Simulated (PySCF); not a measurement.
Bromoketene, C2HBrO.
Numbering: `[O:1]=[C:2]=[CH:3][Br:4]` (hydrogens: H5 on C3)

Computed, not measured: EOM-IP-CCSD/aug-cc-pVDZ in PySCF, restricted Hartree–Fock reference, frozen core, non-relativistic, gas phase, PBE0-D3(BJ)/def2-SVP geometry.

Hartree–Fock orbital energies give these Koopmans values (eV): HOMO 9.66, HOMO-1 11.89, HOMO-2 13.13, HOMO-3 15.03, HOMO-4 17.36, HOMO-5 18.10, HOMO-6 19.29.

Q: What vertical ionisation energies does EOM-IP-CCSD give?

A: 
```
leading hole (HF orbital)  Koopmans (eV)  EOM-IP-CCSD (eV)  change (eV)  one-hole share
                     HOMO           9.66              9.08        -0.58            0.96
                   HOMO-1          11.89             11.23        -0.66            0.96
                   HOMO-2          13.13             12.17        -0.96            0.95
                   HOMO-3          15.03             14.17        -0.86            0.95
                   HOMO-5          18.10             15.78        -2.32            0.88
                   HOMO-4          17.36             16.15        -1.21            0.93
                   HOMO-6          19.29             17.30        -1.99            0.93
```

Q: Does the order of the lines follow the orbital energies?

A: No: the HOMO-5 hole (15.78 eV) falls below the HOMO-4 hole (16.15 eV). The corrections run from -2.32 to -0.58 eV, with a mean of -1.23 eV over the 7 lines; no line lies above its Koopmans value. Koopmans values leave out both the relaxation of the orbitals and the change in correlation energy.

Q: At what kinetic energies would He I light (21.22 eV) eject these electrons?

A: 12.14 eV (HOMO), 9.99 eV (HOMO-1), 9.05 eV (HOMO-2), 7.05 eV (HOMO-3), 5.44 eV (HOMO-5), 5.07 eV (HOMO-4), 3.92 eV (HOMO-6).

One root was sought for each valence orbital with −ε under 21 eV, eight at most, so deeper holes and satellites are missing; no vibrational structure.
